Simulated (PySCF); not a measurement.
Compound: C7H12O.
SMILES: `CC[C@]1(C)CCC1=O`

The closed-shell SCF was solved with PySCF and density fitting under several settings on one GFN2-xTB geometry (grid level 2 and gas phase unless stated).

```json
{"settings": "CAM-B3LYP/pcSseg-1, fitting basis def2-qzvpp-jkfit", "basis functions": "196", "SCF cycles": "11", "E (Eh)": "-348.9469", "HOMO (eV)": "-8.32", "LUMO (eV)": "0.66", "dipole (D)": "2.84"}
{"settings": "PBE0/6-31G-J, start guess vsap", "basis functions": "144", "SCF cycles": "13", "E (Eh)": "-348.7203", "HOMO (eV)": "-6.75", "LUMO (eV)": "-0.44", "dipole (D)": "2.91"}
```

Estimate the rows for these settings: (1) PBE0/def2-SVPD; (2) PBE0/pcSseg-1, damping 0.3 at the start, DIIS from the seventh cycle.

```tsv
settings	basis functions	SCF cycles	E (Eh)	HOMO (eV)	LUMO (eV)	dipole (D)
PBE0/def2-SVPD	259	14	-348.5298	-6.98	-0.69	2.98
PBE0/pcSseg-1, damping 0.3 at the start, DIIS from the seventh cycle	196	17	-348.7189	-6.91	-0.58	2.80
```

Over all rows, what range does the HOMO–LUMO gap span?

From 6.29 eV (PBE0/def2-SVPD) to 8.98 eV (CAM-B3LYP/pcSseg-1, fitting basis def2-qzvpp-jkfit). The functional of the narrowest has 25 % exact exchange, that of the widest range-separated exact exchange.

And the dipole moment?

From 2.80 D (PBE0/pcSseg-1, damping 0.3 at the start, DIIS from the seventh cycle) to 2.98 D (PBE0/def2-SVPD); the largest is 1.06 times the smallest, and the median is 2.88 D.

Compare two rows with the functional PBE0: PBE0/def2-SVPD and PBE0/6-31G-J, start guess vsap. Which energy is lower, and by how much?

PBE0/6-31G-J, start guess vsap (144 functions) lies 0.1905 Eh or 120 kcal/mol below PBE0/def2-SVPD (259 functions). The smaller set gives the lower energy; the two sets aren't nested, so the variational bound doesn't order them by size.

Whole jobs, the steps after the SCF included, on one thread, Arm Neoverse V1, no GPU, shared host:

| settings | work after the SCF | wall time |
| --- | --- | --- |
| CAM-B3LYP/pcSseg-1, fitting basis def2-qzvpp-jkfit | shieldings, ring-centre shieldings | 40 s |
| PBE0/6-31G-J, start guess vsap | 6 singlets by full TDDFT, 2 Tamm–Dancoff triplets, polarisability | 29 s |
| PBE0/def2-SVPD | 6 singlets by TDA, 2 Tamm–Dancoff triplets, polarisability | 55 s |
| PBE0/pcSseg-1, damping 0.3 at the start, DIIS from the seventh cycle | shieldings, ring-centre shieldings, charges and field gradients | 43 s |

Cycle counts include a coarse-grid stage where the run had one.

The values belong to the conformer `[CH3:1][CH2:2][C@:3]1([CH3:4])[CH2:5][CH2:6][C:7]1=[O:8]`: C1–C2–C3–C4 -170°.
